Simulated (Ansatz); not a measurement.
The same path of CH4MgOS (8 atoms, charge 0, multiplicity 1) was run 3 times with different band settings. The coordinate that changes most is the dihedral H6–C1–S2–Mg3.

Method: Ansatz, RKS revPBE-D4/def2-SVP.

Relaxed end points:

```xyz
8
Properties=species:S:1:pos:R:3
C 0.174 1.697 -0.389
S 1.441 0.578 0.377
Mg 0.309 -1.451 0.479
O -0.430 -3.086 0.624
H 0.644 2.696 -0.477
H -0.119 1.366 -1.405
H -0.731 1.799 0.242
H -1.196 -3.656 0.492
```

```xyz
8
Properties=species:S:1:pos:R:3
C -0.373 1.709 0.090
S -0.098 0.505 1.475
Mg 0.388 -1.462 0.334
O 0.901 -2.946 -0.563
H 0.524 1.824 -0.550
H -1.242 1.432 -0.540
H -0.588 2.689 0.558
H 0.579 -3.807 -0.859
```

Common settings: movable images 7; spring 5.0 eV/Å²; start path IDPP; force threshold 0.05 eV/Å; iteration limit 60; end points relaxed.

| run | climbing image | optimiser | largest step |
| --- | --- | --- | --- |
| 1 | yes | quadratic models (default) | default |
| 2 | yes | fire | 0.5 Å |
| 3 | from the first iteration | lbfgs | default |

Task: What does each run give, and how far can it be trusted?

Result: Run 1: converged after 5 iterations, highest image 0.007 eV above the first end. A structure lower than the first end lies on the path between it and the top, so the climb from that side starts below the end, which may itself be a saddle point or a shallow side well. The top lies less than 8 meV above the higher end, about what the thresholds resolve: that end is a shoulder or a very shallow well. A vibrational analysis at the climbing image gives one clearly imaginary mode, 79i cm⁻¹: a first-order saddle point.
Run 2: converged after 32 iterations, highest image 0.008 eV above the first end. Beside the main top the profile has a ripple of under 15 meV (maxima at images 3, 5), which may be a very shallow well or noise. A structure lower than the first end lies on the path between it and the top, so the climb from that side starts below the end, which may itself be a saddle point or a shallow side well. Another band between the same ends (7 images) ends at a top of the same energy, where a vibrational analysis finds 1 clearly imaginary mode.
Run 3: converged after 28 iterations, highest image 0.007 eV above the first end. A structure lower than the first end lies on the path between it and the top, so the climb from that side starts below the end, which may itself be a saddle point or a shallow side well. The top lies less than 8 meV above the higher end, about what the thresholds resolve: that end is a shoulder or a very shallow well. Another band between the same ends (7 images) ends at a top of the same energy, where a vibrational analysis finds 1 clearly imaginary mode.
